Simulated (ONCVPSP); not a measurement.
**An all-electron radial function and its pseudo partner (B)**

Columns: radius, all-electron u(r) and pseudo u(r) of the 2s shell (level -9.92 eV) of boron in the configuration [He] 2s1 2p2; PBE, scalar-relativistic, ONCV scheme, ONCVPSP 4.0.1.

```tsv
r (bohr)	all-electron	pseudo
0.113	-0.2852	0.0524
0.225	-0.2884	0.1070
0.338	-0.1718	0.1669
0.450	-0.0147	0.2322
0.563	0.1475	0.3038
0.675	0.2941	0.3787
0.788	0.4203	0.4548
0.900	0.5225	0.5270
1.013	0.6032	0.5928
1.125	0.6624	0.6480
1.238	0.7032	0.6913
1.350	0.7274	0.7206
1.463	0.7381	0.7358
1.575	0.7375	0.7372
1.688	0.7278	0.7278
1.800	0.7111	0.7111
1.913	0.6889	0.6889
2.025	0.6629	0.6629
2.138	0.6339	0.6339
2.250	0.6034	0.6034
2.363	0.5715	0.5715
2.475	0.5395	0.5395
2.588	0.5074	0.5074
2.700	0.4761	0.4761
2.813	0.4452	0.4452
2.925	0.4157	0.4157
```

Task: How many radial nodes do the two functions have?

Result: The all-electron 2s function has n − l − 1 = 1; the pseudo-wave has 0, since the states of the same l below it are removed with the core.

Task: At about which radius was the pseudo-wave matched?

Result: 1.65 bohr, where the columns begin to agree (steps of 0.11 bohr).

Task: Is the pseudo-wave norm-conserving?

Result: Yes: the ONCV scheme keeps the norm inside the radius equal to the all-electron one, which fixes the energy derivative of the logarithmic derivative at the level.
